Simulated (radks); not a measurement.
Question: These are the eigenvalues of the occupied orbitals of an atom or ion with whole-number occupations (hartree). All-electron calculation, Dirac Kohn-Sham, relativistic LDA (MacDonald-Vosko exchange, VWN5 correlation), spin-unpolarised, spherical densities, finite nucleus; Fermi nuclear charge, rms radius of each element as measured or else 0.836 A^(1/3) + 0.57 fm. Program: a radial shooting solver on a logarithmic mesh with Libxc functionals.

1s1/2: -2025.308
2s1/2: -340.7211
2p1/2: -324.7648
2p3/2: -293.6457
3s1/2: -77.73059
3p1/2: -70.67604
3p3/2: -64.17364
3d3/2: -51.96718
3d5/2: -50.53905
4s1/2: -16.95213
4p1/2: -14.13800
4p3/2: -12.66099
4d3/2: -7.99452
4d5/2: -7.72321
5s1/2: -3.56795
5p1/2: -2.74987
5p3/2: -2.52726
4f5/2: -2.08037
4f7/2: -2.03917

Which element is it, and in what charge state? The configuration may be excited. Open shells, if any, fill j = l - 1/2 first.

Answer: Z = 67, holmium, charge +4: Ho4+ in [Xe] 4f9. The list shows which subshells hold electrons but not how many an open one holds; the 1s level, -2025.3 hartree, gives Z - s = 63.6 by -(Z - s)^2/2, which with screening and relativity narrows Z to a few neighbours, and the depths of the outer levels then fix element, charge and occupations together.
